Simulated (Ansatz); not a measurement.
`O=C=N[SiH2]Cl`, relaxed with RKS PBE-D4/def2-SVP in the Gaussian-basis code of Ansatz from a rough embedded geometry. The force threshold is 0.03 eV/Å; the program also tests the step.

Charge 0, multiplicity 1.

Start:

```xyz
7

O     0.768    2.063    2.055
C     0.396    1.172    1.391
N    -0.008    0.301    0.746
Si   -0.263   -0.694   -0.659
Cl   -0.246    0.308   -2.358
H     0.900   -1.710   -0.667
H    -1.548   -1.439   -0.507
```

(1) How much energy does the relaxation release, and in how many steps? (Best estimate.)

(2) Which bonds change most? (An estimate is asked.)

(3) Give the relaxed structure. (Estimate.)

Results:

(1) Ansatz gave: 0.33 eV, in 11 steps, 2 of them rejected.

(2) The calculation gave: Si4–Cl5 from 1.973 to 2.075 Å; C2–N3 from 1.157 to 1.211 Å; Si4–H6 from 1.545 to 1.495 Å; N3–Si4 from 1.740 to 1.721 Å.

(3) The calculation gave: 
```xyz
7

O     0.647    2.086    2.170
C     0.399    1.218    1.411
N     0.145    0.307    0.654
Si   -0.217   -0.756   -0.650
Cl   -0.263    0.302   -2.434
H     0.855   -1.795   -0.734
H    -1.564   -1.361   -0.416
```
